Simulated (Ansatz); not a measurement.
# Two structures, one formula

Two relaxed structures of Si2H3ClO, closed shell (PBE0-D4/def2-TZVP; forces vanish, vibrations not checked).

A:

| atom | x (Å) | y (Å) | z (Å) |
| --- | --- | --- | --- |
| O1 | -1.2175 | 1.2756 | -0.1905 |
| Si2 | -0.1821 | -0.3911 | -0.2040 |
| Si3 | 1.7998 | -0.3032 | 0.6162 |
| Cl4 | -1.6592 | -1.3791 | -1.2735 |
| H5 | -1.6020 | 1.5106 | -1.0470 |
| H6 | 1.1579 | 1.1072 | 0.8028 |
| H7 | -0.5780 | 1.9563 | 0.0762 |

B:

O1  (-1.014, 0.249, -0.767)
Si2  (0.548, 0.476, -0.295)
Si3  (2.310, 0.665, 0.838)
Cl4  (-2.698, -2.415, -1.524)
H5  (-1.603, 1.010, -0.764)
H6  (0.782, 0.334, 1.401)
H7  (-1.972, -1.393, -1.217)
(Å)

Ansatz 0.2.0; basis: def2-TZVPP; cores frozen in the correlated methods. B3LYP uses VWN-RPA correlation.

Question: Which structure is lower at CCSD(T), and by how much? (An estimate is asked for; the value comes from the calculation.)

Answer: The calculation gives: A, by 23.8 kJ/mol (electronic energy, against the other). By their contacts, A is Si₂H₃ClO ([OH2][Si]([SiH])[Cl]) and B is a complex of Si₂H₂O ([OH][Si]1[H][Si]1) + HCl.

All methods give the same order:

```tsv
method	E(B) − E(A) (kJ/mol)
PBE-D4	40.3
r2SCAN-D4	38.7
PBE0-D4	42.8
B3LYP-D4	30.7
wB97M-V	36.7
HF	20.8
MP2	25.8
CCSD	21.8
CCSD(T)	23.8
```

T1 diagnostic: at most 0.018. The restricted Hartree–Fock reference is unstable towards an unrestricted one at one or more of these structures.

Labels in which every atom is bracketed show which atoms are joined, not bond orders.

For scale, one of the runs: CCSD(T)/def2-TZVPP, 199 basis functions, launched by `ansatz run in.yaml --threads 2 --pin off --events-out ev --progress --plain --max-ram 4352MiB`. The run took 85 s on 2 CPU threads of an Arm Neoverse V1 (shared host), with 2.1 GiB of host memory at its peak.
